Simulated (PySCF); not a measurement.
As (arsenic, neutral) across methods

[Ar] 3d10 4s1 4p4, high-spin 4P determinant (an excited configuration). Computed with PySCF 2.14 in aug-cc-pVQZ-PP with ECP10MDF (7s6p5d3f2g, 89 functions), with a scalar-relativistic core potential.

| method | E (hartree) | mean ε 4s α (eV) | mean ε 4p α (eV) | mean ε 4p β (eV) | Σ⟨r²⟩ (bohr²) | ⟨S²⟩ |
| --- | --- | --- | --- | --- | --- | --- |
| wB97X | -332.1051 | -21.169 | -10.038 | -7.446 | 42.00 | 3.759 |
| LDA | -331.5649 | -16.492 | -6.711 | -4.719 | 42.29 | 3.756 |
| B97-3 | -332.1129 | -18.460 | -7.855 | -5.285 | 42.16 | 3.762 |
| r2SCAN | -331.9791 | -17.308 | -7.126 | -4.671 | 41.97 | 3.768 |
| PBE | -332.0821 | -16.307 | -6.647 | -4.641 | 42.35 | 3.757 |
| UHF | -330.89645 | -24.497 | -11.305 | -6.193 | 43.46 | 3.801 |
| MN15 | -332.5270 | -18.650 | -8.257 | -5.936 | 42.91 | 3.757 |
| wB97M-V | -331.8882 | -21.089 | -9.947 | -7.262 | 42.36 | 3.758 |
| PBE0 | -332.0544 | -18.461 | -7.904 | -5.344 | 42.18 | 3.760 |

Energies and moments cover only the electrons outside the core potential.
